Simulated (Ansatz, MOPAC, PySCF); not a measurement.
Molecule: C3H9O, net charge 1, singlet state. SMILES: CCC[OH2+]
Structure (B3LYP-D3(BJ)/def2-TZVP (Ansatz, a program for electronic structure) minimum search):
```xyz
13

C     -1.9407    -0.2012    -0.3165
C     -0.6292    -0.0473     0.4691
C      0.5116     0.0485    -0.4966
O      1.8247     0.2509     0.3340
H     -1.9381    -1.1020    -0.9309
H     -2.1216     0.6603    -0.9597
H     -2.7700    -0.2758     0.3843
H     -0.6656     0.8506     1.0884
H     -0.4950    -0.9138     1.1240
H      0.5053     0.9437    -1.1119
H      0.6860    -0.8492    -1.0852
H      2.6451     0.2565    -0.1937
H      1.9057    -0.3772     1.0762
```
Charge +1, spin multiplicity 1.

Unscaled harmonic wavenumbers (cm⁻¹) in rising order, each level at the stationary point that it reaches from this structure (no distance between atoms moves by over 0.3 Å); the order of modes can differ between levels, and a negative number is imaginary. B3LYP-D3(BJ)/def2-TZVP (PySCF, at the structure above): 124, 185, 230, 249, 401, 668, 691, 783, 878, 910, 974, 1013, 1156, 1192, 1264, 1327, 1341, 1398, 1432, 1494, 1499, 1500, 1516, 1645, 3031, 3053, 3086, 3106, 3122, 3136, 3183, 3630, 3716.

PM7 (MOPAC): 58, 123, 161, 264, 401, 663, 807, 841, 944, 959, 1009, 1044, 1097, 1157, 1174, 1224, 1256, 1273, 1278, 1289, 1310, 1328, 1388, 1412, 2604, 2611, 2637, 2645, 2668, 2670, 2713, 2722, 2771. Zero-point energy 66.5 against 75.7 kcal/mol; where all levels lie over 400 cm⁻¹, the wavenumbers are on average 0.924 times those of B3LYP-D3(BJ)/def2-TZVP.

HF/6-31G* (Ansatz): 130, 200, 248, 268, 430, 691, 739, 830, 935, 972, 1045, 1091, 1248, 1300, 1374, 1442, 1470, 1541, 1573, 1633, 1639, 1640, 1654, 1835, 3221, 3225, 3277, 3298, 3316, 3321, 3409, 3901, 3995. Zero-point energy 81.3 against 75.7 kcal/mol; where all levels lie over 400 cm⁻¹, the wavenumbers are on average 1.077 times those of B3LYP-D3(BJ)/def2-TZVP.
